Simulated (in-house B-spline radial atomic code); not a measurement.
Ionisation energies along the 15-electron series, configuration 1s2 2s2 2p6 3s2 3p1/2(2) 3p3/2(1), as differences of self-consistent energies. Dirac energy differences include first-order Breit, QED and recoil terms. NIST's values go from ground level to ground level; the uncertainty of those that are theory runs from under 0.1 % in few-electron ions to several per cent in heavy many-electron ones. Computed with a radial B-spline atomic code at the basis-set limit: Dirac-Hartree-Fock, jj configuration that fills j = l - 1/2 first, finite nuclei.

A number in brackets counts the electrons of a j subshell.

```tsv
ion	configuration after	ionisation energy (eV)	IE/(q+1)² (eV)	-ε less Coulomb ΔSCF (eV)	Breit and QED recoil part (eV)	tabulated value (eV)	tabulated kind	computed minus tabulated (eV)
Pd31+	[Ne] 3s2 3p1/2(2)	1852.1	1.8087	0.59928	-1.0496	1869	semi-empirical	-16.9
Ag32+	[Ne] 3s2 3p1/2(2)	?	?	?	?	?	semi-empirical	?
Cd33+	[Ne] 3s2 3p1/2(2)	?	?	?	?	?	semi-empirical	?
In34+	[Ne] 3s2 3p1/2(2)	2188.1	1.7862	0.60265	-1.3422	2207	semi-empirical	-18.9
Sn35+	[Ne] 3s2 3p1/2(2)	2306.3	1.7795	0.60374	-1.4506	2326	semi-empirical	-19.7
Sb36+	[Ne] 3s2 3p1/2(2)	2427.7	1.7733	0.60482	-1.5648	2428	tabulated theory	-0.3
```

Fill in the row of Ag32+.

ionisation energy (eV): 1961.0; IE/(q+1)² (eV): 1.8007; -ε less Coulomb ΔSCF (eV): 0.60042; Breit and QED recoil part (eV): -1.1419; tabulated value (eV): 1979; computed minus tabulated (eV): -18.0.

Fill in the row of Cd33+.

ionisation energy (eV): 2073.0; IE/(q+1)² (eV): 1.7932; -ε less Coulomb ΔSCF (eV): 0.60154; Breit and QED recoil part (eV): -1.2392; tabulated value (eV): 2091; computed minus tabulated (eV): -18.0.

How far is this level of theory from the measured and semi-empirical values?

Over those 5 rows the differences run from -19.7 to -16.9 eV (mean absolute value 18 eV). The calculation leaves out correlation and, in open shells, the multiplet splittings that an average leaves out.
